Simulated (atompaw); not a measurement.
**Building the PAW (atompaw) potential for chromium (LDA (PW92), scalar-relativistic).**

Input for atompaw 4.2.0.5:

```
Cr 24
LDA-PW scalarrelativistic loggrid 1500 logderivrange -2 5 176
4 4 3 0 0 0
4 0 1
4 1 0
3 2 5
0 0 0
c
c
c
v
c
c
v
v
2
3.00 2.95 2.60 2.70
y
3
n
y
1.4
n
y
2.25
n
modrrkj vanderbiltortho besselshape
bessel
3.00
2.25
3.00
3.00
1.50
1.50
PWSCFOUT
UPFDX 0.0125d0 UPFXMIN -7.d0 UPFZMESH 24.d0
END
```

Command:

```bash
atompaw < Cr.input > Cr.log
```

Resulting log (summary file):

```
Completed calculations for Cr (AE)

 Exchange-correlation type: LDA, Perdew-Wang correlation

 Radial integration grid is logarithmic
 r0 =   3.4351539E-04 h =   8.2443693E-03   n =      1500 rmax =   8.0000000E+01

 Scalar relativistic calculation

 AEatom converged in  36 iterations
   nz     =  24.00
   delta  =       4.252920767318E-16

 All Electron Orbital energies:
  n  l      occupancy      energy
  1  0      2.0000000E+00 -4.3119490E+02
  2  0      2.0000000E+00 -4.8910683E+01
  3  0      2.0000000E+00 -5.4065624E+00
  4  0      1.0000000E+00 -3.0806667E-01
  2  1      6.0000000E+00 -4.1180838E+01
  3  1      6.0000000E+00 -3.3330709E+00
  4  1      0.0000000E+00 -7.9291264E-02
  3  2      5.0000000E+00 -2.2997103E-01

 Total energy
   Total                    :    -2096.96245713839153

 ---
 Completed calculations for Cr (SC)

 Exchange-correlation type: LDA, Perdew-Wang correlation

 Radial integration grid is logarithmic
 r0 =   3.4351539E-04 h =   8.2443693E-03   n =      1500 rmax =   8.0000000E+01

 Scalar relativistic calculation

 SCatom converged in   3 iterations
   nz     =  24.00
   delta  =       3.044200701479E-17

 Valence Electron Orbital energies:
  n  l      occupancy      energy
   4  0      1.0000000E+00 -3.0806667E-01
   4  1      0.0000000E+00 -7.9291267E-02
   3  2      5.0000000E+00 -2.2997103E-01

 Total energy
   Total                    :    -2096.96245713787766
   Valence                  :     -104.99611980394971

 PAW parameters:
       lmax =            2
         rc =    3.0061424621967801
        irc =         1102
   rc_shape =    2.9569757631778151
    rc_vloc =    2.6129666212390958
    rc_core =    2.7005837523912666
   Vloc: truncated form - Vps(r)=A.sin(qr)/r for r<rc
   Projector type: modified RKKJ projectors + Vanderbilt ortho.
   Bessel compensation charge shape zeroed at   2.9570E+00

 Number of basis functions     6
 No.   n  nodes  l      Energy         Cp coeff         Occ
  1    4    3    0   -0.3080667E+00 -0.4149808E+01  0.1000000E+01
  2  999    4    0    0.3000000E+01  0.2192700E-01  0.0000000E+00
  3    4    2    1   -0.7929127E-01 -0.2335763E+02  0.0000000E+00
  4  999    3    1    0.1400000E+01  0.2346758E-01  0.0000000E+00
  5    3    0    2   -0.2299710E+00  0.1102181E+01  0.5000000E+01
  6  999    1    2    0.2250000E+01  0.8739301E-01  0.0000000E+00

 Eigenvalues of overlap operator (in the basis of projectors):
    1        1.05945986E-02
    2        3.61922286E-02
    3        8.07948312E-01
    4        1.55330442E+00
    5        2.89846415E+00
    6        5.01162817E+00

 Orbital leakage outside PAW augmentation regions
   orb  is_core?  %out_of_sphere
   1 0    T           0.00
   2 0    T           0.00
   3 0    T           0.01
   4 0    F          55.88
   2 1    T           0.00
   3 1    T           0.06
   4 1    F          83.68
   3 2    F           8.10

 Summary of PAW energies
   Total valence energy     :   -104.99613120657833
   Smooth energy            :     17.13642827755579
   One center               :   -122.13255948413411
   Smooth kinetic           :     16.90314079909871
   Vloc energy              :      2.30174648545858
   Smooth exch-corr         :     -3.14445356336257
   One-center xc            :    -89.89664423199426
```

The run took about 4.8 s on one core of a shared server CPU.
